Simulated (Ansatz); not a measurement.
System: SiF2, charge 0, triplet. This triplet is an excited state, 3.2 eV above the singlet at CCSD(T)/cc-pV(5+d)Z (Ansatz, a program for electronic structure). SiF2 (SMILES [Si](F)F, triplet).
B3LYP-D3(BJ)/def2-TZVP minimum from Ansatz:
```xyz
3

Si     0.0011    -0.0027     0.4926
F      1.1125    -0.7543    -0.3897
F     -1.1142     0.7585    -0.3765
```
Charge 0, spin multiplicity 3.

Total energies in cc-pV(T+d)Z, 18 correlated electrons, 7 frozen orbitals. Radicals and triplets start from unrestricted determinants; spin-orbit coupling is neglected. Cores are frozen in correlated methods. No relativity. The spin of F2Si (F[Si]F, triplet) was assumed, and the state is the lowest solution found for it.

```csv
method,program,energy (Eh),minus CCSDT(Q) (mEh)
HF,Ansatz,-487.92015,593.99
MP2,Ansatz,-488.49283,21.32
CCSD,Ansatz,-488.49547,18.67
CCSD(T),Ansatz,-488.51308,1.07
CCSDT(Q),Ansatz,-488.51415,0.00
```

Rough core times of Ansatz's runs on a shared machine: CCSD(T) 30 s, CCSDT(Q) 60 min.
